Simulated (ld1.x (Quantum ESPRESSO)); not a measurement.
Cs: one change to a TM potential, before and after

```
Element                 : caesium
Generator               : ld1.x (Quantum ESPRESSO) 7.5
Type                    : norm-conserving Troullier–Martins (Kleinman–Bylander form)
Functional              : LDA (PZ)
Relativity              : non-relativistic
Frozen core             : [Xe]
Valence charge          : 1
Reference configuration : 5d0 6s1 6p0
Partial waves           : 6s (bound): rc 3.80 bohr; 6p (bound, empty): rc 3.45 bohr; 5d (bound, empty): rc 4.20 bohr
Local potential         : the d channel
Core correction         : a·sin(br)/r model core inside 1.80 bohr
```

All-electron outer shells of the reference configuration (LDA (PZ), non-relativistic, ld1.x):

```tsv
shell	level (eV)	outermost node (bohr)	outermost maximum (bohr)
5s	-24.91	0.86	1.60
5p	-13.74	0.90	1.79
6s	-2.14	2.19	4.86
6p	-0.84	2.62	6.55
5d	-0.73	1.05	3.10
```

Change: core correction a·sin(br)/r model core inside 3.16 bohr.

Cutoffs: the cutoffs (Ry, on a coarse ladder) from which the occupation-weighted sum of valence levels, in a spherical-Bessel basis at the reference potential, stays within 10 and 1 mRy of its value at 400 Ry; they do not see the model core or the augmentation charge, which bear on the density cutoff. Errors are all-electron minus pseudo energies relative to the spin-unpolarised reference configuration.

**Question.** How do hardness, ghosts and transferability respond?

**Answer.** Both files are so soft that the ladder of cutoffs tells neither apart; both files keep a bound ghost (p, s); of the 6 tests that both files solve, the error grows in 1 and shrinks in 3 by more than 15 % and 0.3 meV (median size 3.4 → 3.6 meV). A wider model core is smoother and lowers the density cutoff, which this test does not measure.

| quantity | base | changed |
| --- | --- | --- |
| cutoff, loose | 6 Ry | 6 Ry |
| cutoff, tight | 6 Ry | 6 Ry |
| bound ghosts | p, s | p, s |
| error for 5d0 6s0.5 6p0, meV [ΔE 1.50 eV] | -3.4 | -3.3 |
| error for 5d0 6s0 6p1, meV [ΔE 1.32 eV] | -0.6 | +3.9 |
| error for 5d1 6s0 6p0, meV [ΔE 1.43 eV] | -10.0 | -6.7 |
| error for 5d0.5 6s0.5 6p0, meV [ΔE 0.72 eV] | -3.4 | -2.3 |
| error for 5d0 6s1 6p0 (spin-polarised), meV [ΔE -0.11 eV] | -1.0 | -0.7 |
| error for 5d0 6s0.5 6p0 (spin-polarised), meV [ΔE 1.46 eV] | -4.0 | -3.9 |
| s: phases at 4.53 bohr within 0.05 rad from the reference energy up to (Ry; the scan ends near 5) | n/a | n/a |
| p: phases at 4.53 bohr within 0.05 rad from the reference energy up to (Ry; the scan ends near 5) | -0.0 | -0.0 |
| d: phases at 4.53 bohr within 0.05 rad from the reference energy up to (Ry; the scan ends near 5) | 0.9 | 0.9 |

 A true bound ghost makes a file unfit for plane-wave use even where its test errors are small: the radial tests pick states by their node count and pass the ghost by.
